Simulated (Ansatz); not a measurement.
Computed with frozen-core CCSD(T)/cc-pVTZ // B3LYP-D3(BJ)/def2-TZVP in Ansatz (a program for electronic structure).

Ansatz 0.2 input:
```yaml
crystal:
  periodic: [false, false, false]
  atoms:
    - { symbol: S, position_ang: [1.413039, -1.030341, 0.180146] }
    - { symbol: Si, position_ang: [-0.414398, 0.000931, -0.087578] }
    - { symbol: Cl, position_ang: [-1.794084, -1.418494, -0.576114] }
    - { symbol: Cl, position_ang: [-0.307286, 1.393421, -1.580277] }
    - { symbol: Cl, position_ang: [-1.006909, 0.977993, 1.607392] }
    - { symbol: H, position_ang: [2.096886, 0.089007, 0.481507] }
basis:
  gaussian: { orbitals: cc-pVTZ }
correlation:
  method: ccsd_t
```

Output:

```
Functional definition: HF
1090 factors; integrals over basis functions are off by at most 9.6e-4 eV
mean field evaluation 1: about -56211.8905 eV, gradient 2.3e1 eV
mean field evaluation 2: about -56212.2615 eV, gradient 2.5e1 eV
mean field evaluation 4: about -56214.1388 eV, gradient 2.7e0 eV
mean field evaluation 8: about -56214.1948 eV, gradient 1.7e-1 eV
mean field evaluation 16: about -56213.0997 eV, gradient 1.4e1 eV
mean field -56214.19494695 eV, -2065.8335609507 hartree, gradient 9.4e-6 eV, S^2 0.000000; 0 other end points of the search recorded, 0 dependent functions left out
25 core orbitals not correlated
reference -56214.19494695 eV, -2065.8335609507 hartree; 16, 16 occupied and 143, 143 virtual orbitals, 1090 factors
second order -23.14322078 eV of doubles, -0.00000000 eV of singles
cycle   1  -24.21335994 eV  change    -1.1e0 eV  update   9.5e-2
cycle   2  -24.71066722 eV  change   -5.0e-1 eV  update   2.6e-2
cycle   3  -24.80272382 eV  change   -9.2e-2 eV  update   1.2e-2
cycle   4  -24.79359926 eV  change    9.1e-3 eV  update   2.6e-3
cycle   5  -24.79234125 eV  change    1.3e-3 eV  update   9.0e-4
cycle   6  -24.79208300 eV  change    2.6e-4 eV  update   2.5e-4
cycle   7  -24.79199820 eV  change    8.5e-5 eV  update   9.0e-5
cycle   8  -24.79202382 eV  change   -2.6e-5 eV  update   2.6e-5
perturbative correction -1.11682212 eV, -0.0410424559 hartree
Total energy: -56240.10379289 eV, -2066.7856934773 hartree
```

Cost: roughly 90 core-seconds.
